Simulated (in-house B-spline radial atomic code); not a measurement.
# Ba⁺: [Xe] 6s1

Level of theory: Dirac-Kohn-Sham OLYP, spherical fractional occupations, Fermi nucleus of rms radius 4.8378 fm; calculated with a radial B-spline atomic code at the basis-set limit.

Z_r = [3n² - l(l+1)]/(2<r>); Z_e = n√(-2ε); the last column is Slater's effective charge. Values are occupation-weighted means over j. An effective charge above Z reflects the relativistic contraction of the inner shells.

```tsv
shell	electrons	ε (eV)	<r> (bohr)	Z_r	Z_e	Slater
1s	2	-37229	0.02558	58.63	52.31	55.70
2s	2	-5891.9	0.1093	54.90	41.62	51.85
2p	6	-5296.7	0.09592	52.12	39.46	51.85
3s	2	-1249.2	0.2915	46.31	28.75	44.75
3p	6	-1056.9	0.2893	43.20	26.44	44.75
3d	10	-772.11	0.2663	39.42	22.60	34.85
4s	2	-249.94	0.6734	35.64	17.14	28.25
4p	6	-187.61	0.7143	32.20	14.85	28.25
4d	10	-95.848	0.7988	26.29	10.62	16.85
5s	2	-39.38	1.634	22.95	8.51	10.25
5p	6	-24.444	1.9	19.21	6.70	10.25
6s	1	-7.2231	4.413	12.24	4.37	3.20
```

The least bound orbital is 6s1/2 at -7.223 eV, and it is also the most diffuse (<r> = 4.413 bohr).

Spin-orbit splittings of the orbital energies (j = l + 1/2 above j = l - 1/2 when positive): 2p 381.6 eV, 3p 73.86 eV, 3d 15.78 eV, 4p 15.42 eV, 4d 2.629 eV, 5p 2.105 eV.

For the 1s electron the small component carries 4.28 % of the norm, the zero-frequency Breit interaction raises the level by 97.78 eV, self-energy by 56.66 eV, and vacuum polarisation lowers it by 8.188 eV.
